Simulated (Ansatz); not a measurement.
Al₄P₃⁺ (the lowest singlet isomer of a short search). Total charge 1; singlet. Geometry PBE-D4/def2-SVP, basis def2-TZVP, Ansatz.

| atom | x (Å) | y (Å) | z (Å) |
| --- | --- | --- | --- |
| Al1 | -1.6926 | -0.0398 | -1.5705 |
| Al2 | -2.6418 | -1.2989 | 0.7257 |
| Al3 | 1.5484 | 0.7691 | 1.5309 |
| Al4 | 2.9515 | -0.2674 | -0.6407 |
| P5 | 0.4515 | 0.9912 | -0.9827 |
| P6 | 0.1969 | -0.9968 | 0.0542 |
| P7 | -0.8139 | 0.8427 | 0.8830 |

```
run  HOMO (eV)  LUMO (eV)
  A     -11.49      -4.89
  B      -9.74      -6.74
  C      -9.34      -7.34
  D      -9.21      -7.32
```

B3LYP takes the VWN-RPA correlation. The structure comes from a short search, and lower isomers may exist.

Task: The runs used B3LYP, PBE, r2SCAN, ωB97M-V. Estimate which is which.

Result: A ωB97M-V (range-separated); B B3LYP (20 % exact exchange); C r2SCAN (0 % exact exchange); D PBE (0 % exact exchange). Exact exchange lowers occupied and raises empty levels; among semilocal functionals meta-GGAs tend to open the gap a little, and such runs are hard to tell apart. The gap grows from 1.89 eV (PBE) to 6.59 eV (ωB97M-V). The restricted singlet is unstable towards broken spin symmetry in Hartree–Fock (as tested in another run); at ωB97M-V/def2-TZVP, B3LYP-D4/def2-TZVP, r2SCAN-D4/def2-TZVP, PBE-D4/def2-TZVP this wasn't settled.
